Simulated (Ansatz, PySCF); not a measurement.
MoCl4H2, SMILES [Cl][MoH2]([Cl])([Cl])[Cl], multiplicity 1. Atoms are numbered in the order given.

```xyz
7

Mo     0.0000     0.0000    -0.0885
Cl     0.0000     2.2388    -0.4823
Cl     2.1874     0.0000     0.6811
Cl    -2.1874     0.0000     0.6811
Cl     0.0000    -2.2388    -0.4823
H      0.8039     0.0000    -1.5215
H     -0.8039     0.0000    -1.5215
```

The structure is a stationary point at B3LYP-D3(BJ)/def2-SVP. The multiplicity is an assumed one; no other spin state was optimised. The structure was generated by enumeration; whether it is a known compound was not checked. The def2 effective core potentials stand for the cores of Mo; spin–orbit coupling is left out.

Vertical ionisation energy (IE) and electron affinity (EA) in eV. Rows of orbital energies are one-electron estimates. Where ΔSCF, EOM or ADC give a negative EA the extra electron is unbound and the value depends on the basis.

```json
[
 {"level": "−ε(HOMO), −ε(LUMO), ωB97X/def2-TZVP (PySCF)", "IE": "10.83", "EA": "3.18"},
 {"level": "−ε(HOMO), −ε(LUMO), PBE/def2-TZVP (PySCF)", "IE": "…", "EA": "…"},
 {"level": "ΔSCF, PBE0/def2-SVPD (Ansatz), final states of multiplicity 2 and 2", "IE": "10.33", "EA": "3.74"},
 {"level": "ΔSCF, PBE/def2-SVPD (Ansatz), final states of multiplicity 2 and 2", "IE": "9.78", "EA": "3.18"}
]
```

Problem. Some entries are withheld; supply them. (An estimate is asked for; the answer gives what the named calculation found.)

Solution. 
- −ε(HOMO), −ε(LUMO), PBE/def2-TZVP (PySCF), IE: 7.04
- −ε(HOMO), −ε(LUMO), PBE/def2-TZVP (PySCF), EA: 5.69

Problem. What vertical singlet–triplet gap does ΔSCF give with PBE0/def2-SVPD (Ansatz, a quantum-chemistry and plane-wave program) and with PBE/def2-SVPD (Ansatz)? (Estimate from the structure and the level; the computed values follow.)

Solution. 1.31 and 1.39 eV (triplet above singlet where positive).
